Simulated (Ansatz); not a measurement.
The first iterations of a band of Cl2GaHO + H2 (7 atoms, charge 0, multiplicity 1).

Level of theory: RKS PBE-D4/def2-SVP in Ansatz 0.2.0.

* movable images: 1
* climbing image: no
* spring: 5.0 eV/Å²
* optimiser: quadratic models (default)
* start path: through a guess of the saddle point
* force threshold: 0.05 eV/Å
* iteration limit: 60
* end points: relaxed

Image 0:

```xyz
7
Properties=species:S:1:pos:R:3
Ga -0.009 -0.236 0.152
O 0.010 -0.608 1.903
H -0.897 -0.595 2.265
Cl 1.834 -0.332 -0.929
Cl -1.852 0.154 -0.888
H 0.357 2.391 0.665
H 0.354 2.012 1.338
```

Image 2:

```xyz
7
Properties=species:S:1:pos:R:3
Ga 0.219 0.685 -0.182
O 0.064 0.089 1.871
H -0.836 -0.310 1.799
Cl 1.785 -0.624 -0.916
Cl -1.818 -0.129 -0.472
H 0.413 2.234 -0.082
H -0.030 0.841 2.488
```

| iteration | highest image above the first end (eV) | largest band force component (eV/Å) |
| --- | --- | --- |
| 1 | 1.446 | 2.369 |
| 2 | 0.910 | 1.658 |
| 3 | 0.754 | 1.361 |

Question: Does the band converge within its limit, and where does its top end?

Answer: The forces met the threshold. It ended after 9 iterations with the highest image 0.336 eV above the first end. No image climbed, so the highest image needn't sit at the top of the path. A band with more images between the same ends climbed to 0.69 eV, so this one has probably stepped over the top. So few images can step over the top or miss a turn of the path. The orbitals stay closed-shell, which can raise the energy where a bond breaks towards radicals; this wasn't checked here.

The run took 20 s on 2 threads of Arm Neoverse V1, on a shared host, peak memory 0.14 GiB.
